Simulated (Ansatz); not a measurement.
Abridged output of a molecular run in Ansatz:

```
Functional definition: HF
1332 factors; integrals over basis functions are off by at most 9.5e-4 eV
mean field evaluation 1: about -57959.7869 eV, gradient 3.2e1 eV
mean field evaluation 2: about -57959.7944 eV, gradient 3.2e1 eV
mean field evaluation 4: about -57964.3673 eV, gradient 3.3e0 eV
mean field evaluation 8: about -57964.5039 eV, gradient 2.4e-1 eV
mean field -57964.50552003 eV, -2130.1562881083 hartree, gradient 3.2e-6 eV, S^2 0.761138; 0 other end points of the search recorded, 0 dependent functions left out
13 core orbitals not correlated: weight in the atoms' cores, before any rotation towards them, 1.000 or more for the frozen orbitals, at most 0.000 for the correlated occupied ones
reference -57964.50552003 eV, -2130.1562881083 hartree; 18, 17 occupied and 183, 184 virtual orbitals, 1332 factors
second order -25.62813813 eV of doubles, -0.00000000 eV of singles
cycle   1  -24.74518059 eV  change    8.8e-1 eV  update   1.4e-1
cycle   2  -25.55967798 eV  change   -8.1e-1 eV  update   4.8e-2
cycle   3  -25.73569265 eV  change   -1.8e-1 eV  update   2.2e-2
cycle   4  -25.72529622 eV  change    1.0e-2 eV  update   6.6e-3
cycle   5  -25.72164607 eV  change    3.7e-3 eV  update   3.4e-3
cycle   6  -25.72248546 eV  change   -8.4e-4 eV  update   1.4e-3
cycle   7  -25.72255928 eV  change   -7.4e-5 eV  update   7.3e-4
cycle   8  -25.72264337 eV  change   -8.4e-5 eV  update   2.5e-4
cycle   9  -25.72277699 eV  change   -1.3e-4 eV  update   1.1e-4
cycle  10  -25.72275339 eV  change    2.4e-5 eV  update   4.3e-5
perturbative correction -1.23532483 eV, -0.0453973502 hartree
Total energy: -57991.46359825 eV, -2131.1469792099 hartree
Checks for a lower state left out: cluster_reference
```

Its atoms:

Cartesian coordinates in Å:
```
C 0.519 -1.669 -0.195
Ga -0.322 -0.029 -0.953
N -0.394 1.385 0.270
C -0.747 2.526 0.405
O -1.072 3.634 0.586
H 1.529 -1.401 0.124
H -0.066 -1.963 0.679
H 0.554 -2.482 -0.916
```

Task: Which basis set was used?
A. def2-SVP
B. def2-TZVPP
C. cc-pV(D+d)Z
D. def2-SVPD

Result: B. It gives 214 functions.

Task: Write the keys of the input that set method, charge and spin (a neutral closed shell needs none for the last two).

Result: 
```yaml
magnetization: {spin_polarized: true, initial_magnetization: 1}
correlation: {method: ccsd_t}
scf: {omitted_lower_state_checks: [cluster_reference]}
```
